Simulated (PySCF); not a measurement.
**Computed properties of GeOBr2, SMILES [O]=[Ge]([Br])[Br]**

GeOBr₂, SMILES [O]=[Ge]([Br])[Br]. Geometry optimised at B3LYP-D3(BJ)/def2-SVP. One conformer was computed; it need not be the lowest. All values are computed for the isolated molecule unless a solvent is named; none is compared with measurement here.

**Structure.** The optimised structure has C2v symmetry. All 6 harmonic modes at B3LYP-D3(BJ)/def2-SVP (PySCF) are real, so it is a minimum. With heavy atoms numbered as in [Ge:1](=[O:2])([Br:3])[Br:4], the shortest bond between them is Ge1–O2 at 1.635 Å and the longest Ge1–Br4 at 2.294 Å.

**Vibrations.** The strongest infrared lines (harmonic, unscaled, degenerate partners summed) lie at 332 cm⁻¹ (95 km/mol, Ge 63 %, Br 35 %), 979 cm⁻¹ (47 km/mol, O 81 %, Ge 19 %), 189 cm⁻¹ (22 km/mol, O 80 %, Br 18 %). The softest mode is at 101 cm⁻¹ and the zero-point energy is 2.9 kcal/mol.

**Electronic structure.** PBE0/def2-TZVP (PySCF) places the frontier levels at -8.65 and -3.24 eV, a gap of 5.41 eV, and gives a dipole moment of 2.98 D and a mean polarisability of 70.8 bohr³. PBE/def2-TZVP (PySCF) at the same geometry gives -7.14 and -4.05 eV, so its gap is 2.32 eV narrower. An orbital gap is neither the optical nor the fundamental gap.

**Excitations.** TDDFT-M06-2X/def2-SVPD (PySCF) has S1 at 4.27 eV (290 nm, f = 0.026, weak); the most intense of the 10 singlets computed lies at 5.18 eV (f = 0.05). T1 (TDA) is at 3.85 eV. TDDFT-PBE/def2-SVPD (PySCF) puts S1 at 3.25 eV. No vertical singlet excitation falls in the visible range (under 3.1 eV).
